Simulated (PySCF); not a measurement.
# How methods differ on the ionisation energy of Tc²⁺

Tc²⁺ [Kr] 4d5 (6S) → Tc³⁺ [Kr] 4d4 (5D), as a difference of total energies. All numbers are calculated (PySCF 2.14, a scalar-relativistic core potential, in def2-TZVPPD with the def2 core potential (28 electrons)). Correlated levels: valence: 4s2 4p6 frozen. The calculations carry no spin-orbit coupling.

```csv
method,ionisation energy (eV)
UHF,28.881
MP2 (valence),29.514
SCS-MP2 (valence),29.092
CCSD (valence),29.551
CCSD(T) (valence),29.564
```

Q: How much does correlation contribute at CCSD(T) (valence)?

A: 29.564 − (28.881) = 0.683 eV, measured against UHF.

The reference lies between the lowest fine-structure levels, while these numbers refer to the centres of the terms.

Errors of the correlated levels include the incompleteness of this basis and the frozen core.

For comparison: 29.55 eV (semi-empirical (NIST evaluation); NIST Atomic Spectra Database, ionization energies).
